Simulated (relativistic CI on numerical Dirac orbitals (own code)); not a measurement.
# Cr³⁺: from the plainest model towards the measured levels

Calculated with a relativistic CI code on KLI orbitals (one set per configuration, finite nucleus), adding one ingredient at a time: step 1, Dirac-Coulomb, each configuration alone; step 2, with Breit and QED terms; step 3, with configuration mixing; step 4, with scaled Slater integrals (0.85); step 5, with a P86 correlation estimate; step 6, tied to the ionisation limit. P86 is a density functional for the correlation energy, evaluated here for each configuration and added to its levels. Step 6 is semi-empirical: configurations made of the next ion and one excited electron move by 2124 cm⁻¹, so that their limit matches the tabulated ionisation energy, and those with a non-penetrating f or g electron also take the P86 value of the least penetrating other one.

Configuration list (outside the closed core [Ne]): 3s²3p⁶3d³, 3s²3p⁶3d²4s, 3s²3p⁶3d²4p, 3s²3p⁵3d⁴, 3s²3p⁶3d²4d, 3s²3p⁶3d²5s, 3s²3p⁶3d²5p, 3s²3p⁶3d²4f, 3s²3p⁶3d²5d, 3s²3p⁶3d4s4p, 3s²3p⁶3d²5f, 3s3p⁶3d⁴, 3s²3p⁶3d4s², 3s²3p⁶4s²4p, 3s²3p⁶4s²4d, 3s²3p⁶4s²5s, 3s²3p⁶4s²5p, 3s²3p⁶3d4p², 3s²3p⁶4s4p², 3s²3p⁶4p³, 3s²3p⁶4p²4d, 3s²3p⁶4p²5s, 3s²3p⁶4p²5p, 3s²3p⁶3d4s4d, 3s²3p⁶4s4p4d, 3s²3p⁶4s4d², 3s²3p⁶4s4d5s, 3s²3p⁶4s4d5p.

Computed minus measured energy above the ground level, in cm⁻¹, for 22 of the 66 excited levels that pair in every step (one J of a term; a digit in brackets numbers repeated terms):

```tsv
Configuration	Term	J	Measured	Step 1	Step 2	Step 3	Step 4	Step 5	Step 6
3s²3p⁶3d³	4F	5/2	236	26	-13	-15	-15	-15	-15
3s²3p⁶3d³	4P	1/2	14059	3534	3492	2196	10	9	8
3s²3p⁶3d³	2G	7/2	15052	2825	2746	2260	-195	-197	-198
3s²3p⁶3d³	2P	1/2	19519	4164	4113	3551	270	268	267
3s²3p⁶3d³	2D(2)	3/2	20650	5186	5111	3664	353	355	354
3s²3p⁶3d³	2H	9/2	21066	2648	2540	2966	-593	-597	-598
3s²3p⁶3d³	2F	7/2	34363	6682	6582	5309	-370	-370	-371
3s²3p⁶3d³	2D(1)	5/2	52975	11270	11214	9742	505	528	532
3s²3p⁶3d²4s	4F	3/2	103995	-1982	-1771	-1302	-2641	2964	5084
3s²3p⁶3d²4s	2F	5/2	109940	-279	-100	-497	-2824	2790	4907
3s²3p⁶3d²4s	2D	5/2	118570	1627	1796	2074	-1852	3754	5874
3s²3p⁶3d²4s	4P	1/2	119013	1705	1902	2341	-1681	3922	6044
3s²3p⁶3d²4s	2P	1/2	124409	3780	3971	3308	-1600	4014	6132
3s²3p⁶3d²4s	2G	9/2	127194	1767	1866	2081	-3078	2528	4649
3s²3p⁶3d²4p	4G°	5/2	157360	-3469	-3298	-2579	-3809	2358	4480
3s²3p⁶3d²4p	4F°	3/2	158526	-3364	-3204	-2490	-3854	2313	4435
3s²3p⁶3d²4p	2F°	5/2	160304	-2545	-2411	-1908	-3568	2602	4722
3s²3p⁶3d²4p	2D°	3/2	160985	-1612	-1512	-1085	-2883	3287	5407
3s²3p⁶3d²4p	4D°	1/2	161353	-2908	-2758	-2093	-3862	2306	4427
3s²3p⁶3d²4p	2S°	1/2	167895	54	162	790	-2373	3795	5916
3s²3p⁶3d²4p	4S°	3/2	171080	57	179	623	-2980	3192	5311
3s²3p⁶3d²4p	2P°	3/2	172182	-85	-7	489	-3235	2936	5056
```

Mean absolute errors in cm⁻¹, over all paired levels and for the configurations:

```tsv
Configuration, levels	Step 1	Step 2	Step 3	Step 4	Step 5	Step 6
all, 66	2381	2358	2106	2406	2184	3758
3s²3p⁶3d³, 17	4267	4190	3417	265	269	269
3s²3p⁶3d²4s, 15	1851	1883	1873	2309	3299	5418
3s²3p⁶3d²4p, 34	1672	1652	1553	3520	2649	4770
```

Measured levels: Sugar and Corliss, J. Phys. Chem. Ref. Data 6, 317 (1977).

The mean absolute error is lowest at step 3 (2106 cm⁻¹), and the largest single drop is from step 2 to 3 (2358 to 2106). Terms of the ground configuration are off by 4267 at first, 3417 with mixing and 265 after scaling, which stands in for the correlation that narrows term splittings. The Breit and QED terms change the top of the ground term (measured 946) from 1068 to 897. Mixing lowers the ground level by 782; relative to it the configurations that move most are 3s²3p⁶3d²4p by +590, 3s²3p⁶3d²4s by +131. The P86 estimate moves 3s²3p⁶3d²4p by +6169, 3s²3p⁶3d²4s by +5607, and takes the mean absolute error of the excited configurations from 3149 to 2848. Step 6 takes that error from 2848 to 4968; it grows for 3s²3p⁶3d²4s, 3s²3p⁶3d²4p. The shift fits the limit, so it does little for low levels whose errors differ from those near the limit.
